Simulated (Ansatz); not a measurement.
Geometry optimisation, RKS CAM-B3LYP/def2-SVP in Ansatz.

Input file:

```yaml
crystal:
  periodic: [false, false, false]
  atoms:
    - { symbol: F, position_ang: [-1.52889, 0.30954, -0.96287] }
    - { symbol: C, position_ang: [-0.66568, -0.67233, -0.46808] }
    - { symbol: In, position_ang: [0.84312, 0.58958, 0.62125] }
    - { symbol: H, position_ang: [-0.25964, -1.20252, -1.33701] }
    - { symbol: H, position_ang: [-1.28297, -1.34963, 0.12988] }
    - { symbol: H, position_ang: [0.32835, 1.95702, 1.54792] }
    - { symbol: H, position_ang: [2.56571, 0.36834, 0.46892] }
basis:
  gaussian: { orbitals: def2-SVP }
hamiltonian:
  xc: cam_b3lyp
relax:
  f_tol: 0.015
  max_steps: 40
```

Run as:

```bash
$ ansatz run input.yaml --threads 1 --pin off --max-ram 2048MiB --backend cpu --events-out ev --progress --plain --runs-dir out
```

Problem. Where does it end, and by what steps?

Solution. The forces met the threshold. After 12 steps the energy has fallen by 0.104 eV; H7 moved furthest, 0.58 Å.

| step | energy less start (eV) | largest force component (eV/Å) | accepted |
| --- | --- | --- | --- |
| 0 | 0.0000 | 1.002 | yes |
| 1 | -0.0149 | 0.671 | yes |
| 2 | -0.0694 | 0.299 | yes |
| 3 | -0.0732 | 0.222 | yes |
| 4 | -0.0856 | 0.078 | yes |
| 5 | -0.0805 | 0.528 | no |
| 6 | -0.0937 | 0.031 | yes |
| 7 | -0.0976 | 0.172 | yes |
| 8 | -0.1003 | 0.132 | yes |
| 9 | -0.1021 | 0.126 | yes |
| 10 | -0.1027 | 0.069 | yes |
| 11 | -0.1032 | 0.030 | yes |
| 12 | -0.1036 | 0.009 | yes |

```xyz
7
Properties=species:S:1:pos:R:3
F -1.857 0.111 -0.621
C -0.655 -0.561 -0.497
In 0.825 0.627 0.588
H -0.281 -0.815 -1.505
H -0.832 -1.519 0.023
H 0.395 2.195 1.166
H 2.404 -0.038 0.845
```

Whether the end is a true minimum wasn't checked by a vibrational analysis.

The run took 120 s on 1 thread of Intel(R) Xeon(R) Processor @ 2.50GHz (Skylake/Cascade Lake), on a shared host, peak memory 0.17 GiB.
